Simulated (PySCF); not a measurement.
**Telling isomers of C$_{2}$H$_{7}$BN$_{2}$ apart by NMR**

Calculated, not measured (PySCF): J: B3LYP/pcJ-1 (spin–dipole term left out of most H,H and C,H couplings), shielding tensors at PBE0/pcSseg-1 (GIAO), PBE0-D3(BJ)/def2-SVP structure. Equivalent nuclei averaged, one conformer, non-relativistic, in vacuum.

δ = σ(ref) − σ, references computed at the same level: $^{1}$H (σ = 31.27 ppm), $^{13}$C (σ = 184.41 ppm) against TMS. Multiplet labels drop J under 1 Hz and among equivalent protons, and merge close values. Unscaled 3J(H,H) run several per cent high. Couplings to H on boron are left out. Carbons bonded to boron are broad in practice. Shifts are as computed. Against solution values, carbons near 30 ppm lie about +2 ppm off and those near 130 ppm about +5 ppm. Of 1211 compounds with measured shifts, 218 miss one by over three times the rms of a fit or turn the order of signals round; such compounds aren't used in these exercises. Across acyclic CH2–CH2 and CH–CH2 bonds, 3J(H,H) assumes equally populated rotamers. OH and NH positions are gas-phase values without hydrogen bonding to other molecules.

(1) Tabulate the signals of `C[NH2+][BH2-]C#N`, `B1NCCN1` and their relative energies.

(2) What is the quickest way to tell C[NH2+][BH2-]C#N from B1NCCN1?

Answers

(1) 
```tsv
SMILES	carbon types	δC	δH	E rel. (kcal/mol)
C[NH2+][BH2-]C#N	1×C 1×CH3	135.2, 33.3	2.76 (s, 3H), 2.49 (br s, 2H), 2.25 (br, 2H)	35.4
B1NCCN1	2×CH2	46.6	4.18 (br, 1H), 3.43 (s, 4H), 2.13 (br s, 2H)	0.0
```

Energies are electronic energies at PBE0/pcSseg-1 on these geometries, without zero-point or thermal terms, each for the one conformer computed, which needn't be the lowest.

(2) Count the carbon signals: 2 against 1. The first has a nitrile carbon (C) at 135.2 ppm, the second an sp3 CH2 bonded to N at 46.6 ppm. In the proton spectra the most deshielded non-exchanging signals are 2.76 (s, 3H) and 4.18 (br, 1H).
